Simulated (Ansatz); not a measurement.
Species: MgI$_{2}$ (charge +1, doublet). SMILES of the parent species: [I][Mg][I]

Atoms: Mg1, I2, I3. Bonds: Mg1-I2, Mg1-I3.

Bond lengths (Å) and angles (degrees) optimised at HF/STO-3G with Ansatz (a program for electronic structure); HF/6-31G* with LANL2DZ past Ar with Ansatz; MP2/6-31G* with LANL2DZ past Ar with Ansatz, each started from the B3LYP-D3(BJ)/def2-TZVP structure (Ansatz) of the last column. A row stands for all coordinates that are equal there. 6-31G* holds six Cartesian d functions. No wavenumbers were computed at HF/STO-3G, MP2/6-31G* with LANL2DZ past Ar, so these may be saddle points.

```csv
coordinate,HF/STO-3G,HF/6-31G* with LANL2DZ past Ar,MP2/6-31G* with LANL2DZ past Ar,B3LYP-D3(BJ)/def2-TZVP
Mg1-I2,2.393 to 2.658,2.494 to 2.840,2.476 to 2.794,2.596
I2-Mg1-I3,180.0,180.0,180.0,180.0
```

A range marks coordinates that this level makes unequal.

Mean signed difference of all 2 bond lengths from B3LYP-D3(BJ)/def2-TZVP: HF/STO-3G -0.070 Å, HF/6-31G* with LANL2DZ past Ar 0.071 Å, MP2/6-31G* with LANL2DZ past Ar 0.039 Å.
